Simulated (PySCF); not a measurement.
Ga(F)(Me)(OMe) (C2H6FGaO), SMILES [F][Ga]([CH3])[O]C.

Geometry: B3LYP-D3(BJ)/def2-SVP. The structure was generated by enumeration; whether it is a known compound was not checked. One conformer was computed; it need not be the lowest.

Vertical ionisation energy (IE) and electron affinity (EA) in eV. Rows of orbital energies are one-electron estimates. Where ΔSCF, EOM or ADC give a negative EA the extra electron is unbound and the value depends on the basis.

```csv
level,IE,EA
"−ε(HOMO), −ε(LUMO), CAM-B3LYP/def2-TZVP (PySCF)",9.48,-0.46
"−ε(HOMO), −ε(LUMO), PBE/def2-TZVP (PySCF)",?,?
```

Q: What belongs in the gaps? (An estimate is asked for; the answer gives what the named calculation found.)

A: 
- −ε(HOMO), −ε(LUMO), PBE/def2-TZVP (PySCF), IE: 6.47
- −ε(HOMO), −ε(LUMO), PBE/def2-TZVP (PySCF), EA: 1.35
